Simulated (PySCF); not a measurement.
H9NSi3, SMILES [SiH3]N([SiH3])[SiH3] at its GFN2-xTB optimised geometry (Å):

```
13

Si    -0.8487    -1.3897    -0.4207
N      0.0056     0.0720     0.0000
Si     1.7501     0.0720     0.0000
Si    -0.8502     1.5923     0.0000
H     -0.9353    -1.5338    -1.8787
H     -2.1885    -1.2986     0.1557
H     -0.1094    -2.5126     0.1521
H      2.2649     0.2556    -1.3621
H      2.1908     1.1712     0.8563
H      2.1907    -1.2148     0.5345
H     -0.1136     2.5126     0.8636
H     -0.9348     2.1354    -1.3608
H     -2.1908     1.3433     0.5259
```

Level of theory: B3LYP/def2-TZVP (PySCF 2.14.0).

Map of the Laplacian of the electron density (e/bohr⁵) on the plane z = 1.2 Å:

```
|=============================|
|=============================|
|=============================|
|=============================|
|============++++=============|
|==========++*##*+============|
|=========++*%@@@*+===========|
|=======+++*#@--@*+===========|
|======++**##%=*@*++++++======|
|======+#%%###%@#*+*#%#++=====|
|=====+*%@%#####***#@@@#+=====|
|=====++#@%#####***%# #%+=====|
|======+*****######%%+%#+=====|
|=======++++*#%%%####%%*+=====|
|========+++*#%@%######*+=====|
|========++++*#%#######*+=====|
|=======+++++******#%%%*+=====|
|======+++++++++++*#%@%*+=====|
|======+++*++++++++*%@%*+=====|
|=======++++++++++++***+======|
|========+++++*+++=++++=======|
|==========+++++++============|
|===========+++++=============|
|=============++==============|
|=============================|
|=============================|
|=============================|
|=============================|
|=============================|
```
Scale: ten equal steps from -0.054 (start of ' ') to 0.065 (end of '@'), in the order ' .:-=+*#%@'; x runs from -5.00 to 5.00, y from -5.00 (bottom) to 5.00 (top).
